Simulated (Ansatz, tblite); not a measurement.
Cost and result up the ladder for B2(OH)4 (B2O4H4) (10 atoms). The state is a singlet with charge 0. Geometry: PBE-D4/def2-SVP.

Cartesian coordinates in Å:
```
B 1.008 -0.418 -0.360
O 1.090 -1.537 -1.152
O 2.201 0.173 -0.023
B -0.507 0.210 0.181
O -1.657 -0.446 -0.204
O -0.496 1.339 0.973
H 0.194 -1.874 -1.330
H 2.031 0.951 0.536
H -2.491 -0.057 0.124
H -1.373 1.660 1.257
```

Ansatz on 2 threads of AMD EPYC 7R13 on a shared host; xTB runs through tblite on one thread. Times are rough, summed over both states, and most runs start from the orbitals of an earlier one. PBE0-D4/def2-TZVP serves as the yardstick here, not as an exact answer. The other state is a triplet.

The xTB rows come from tblite.

xTB has no spin-polarisation term.

```json
{"level": "GFN1-xTB", "functions": "32", "wall time": "0.014 s"}
{"level": "GFN2-xTB", "functions": "28", "wall time": "0.014 s"}
{"level": "PBE-D4/def2-TZVP (with forces)", "functions": "210", "wall time": "9.7 s"}
{"level": "PBE0-D4/def2-TZVP", "functions": "210", "wall time": "11 s"}
{"level": "r2SCAN-D4/def2-TZVP", "functions": "210", "wall time": "12 s"}
```

Estimate what each level gives for the vertical triplet (eV).


| level | vertical triplet (eV) | difference from PBE0-D4/def2-TZVP (eV) |
| --- | --- | --- |
| GFN1-xTB | 5.09 | 0.17 |
| GFN2-xTB | 4.40 | -0.52 |
| PBE-D4/def2-TZVP (with forces) | 4.71 | -0.21 |
| PBE0-D4/def2-TZVP | 4.92 | 0.00 |
| r2SCAN-D4/def2-TZVP | 4.70 | -0.22 |
